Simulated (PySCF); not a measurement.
# Broadened absorption spectrum of C6H7FSi

Compound: C6H7FSi.
InChI=1S/C6H7FSi/c7-6-3-1-2-4-8-5-6/h1-5H,8H2

Theory: PySCF, TDDFT PBE0/def2-SVPD, vertical, gas phase, core orbitals frozen in the response. Isolated species at its GFN2-xTB geometry, gas phase.

Broadening: Gaussians 0.5 eV wide at half height, area fixed by f = 4.319×10⁻⁹ ∫ε dν̃. The width is an assumption, not a result. The curve ends short of the highest state used, and states not computed would add to its high-energy end.

E (eV), ε (L mol⁻¹ cm⁻¹) and a bar:
```
     3.40          7 
     3.51         41 
     3.63        190 #
     3.74        593 ##
     3.85       1415 ####
     3.97       2689 ########
     4.08       3659 ##########
     4.19       3808 ###########
     4.31       2935 ########
     4.42       1773 #####
     4.53        898 ###
     4.65        523 #
     4.76        553 ##
     4.87        674 ##
     4.99        683 ##
     5.10        551 ##
     5.21        417 #
     5.33        458 #
     5.44        740 ##
     5.55       1213 ###
     5.67       1989 ######
     5.78       3403 ##########
     5.89       6219 ##################
     6.00      10494 ##############################
```

**Question.** Locate the maxima and give the states behind the curve.

**Answer.** 299 nm (4.15 eV), ε about 3900, made up of S1 (100%); 251 nm (4.94 eV), ε about 700, made up of S2 (99%) (ε in L mol⁻¹ cm⁻¹; maxima over ε = 5, shares over 10%). At its high-energy end, 6.00 eV, the curve is still rising (ε about 10000, from S4). The states used: S1 4.15 eV (f 0.072); S2 4.94 eV (f 0.013); S3 5.68 eV (f 0.023); S4 6.18 eV (f 0.252); S5 6.35 eV (f 0.0076); S6 6.43 eV (f 0.073); S7 6.56 eV (f 0.034); S8 6.60 eV (f 0.047).

**Question.** Does any computed singlet lie in the visible range?

**Answer.** No computed singlet lies in the visible range (380 to 750 nm); the lowest, at 299 nm, stands 0.89 eV above its violet end (3.26 eV); a Tamm–Dancoff triplet lies at 459 nm, without intensity as long as spin–orbit coupling is left out.

**Question.** Coming from long wavelengths, where does ε first pass 100 L mol⁻¹ cm⁻¹?

**Answer.** At about 346 nm (3.58 eV), 0.57 eV below S1.

**Question.** What would ε be at 4.15 eV, the highest of these maxima, with half the width (0.25 eV)?

**Answer.** About 7740 L mol⁻¹ cm⁻¹ against 3870, a factor of about 2.00; a lone state at its own centre would give exactly 2.
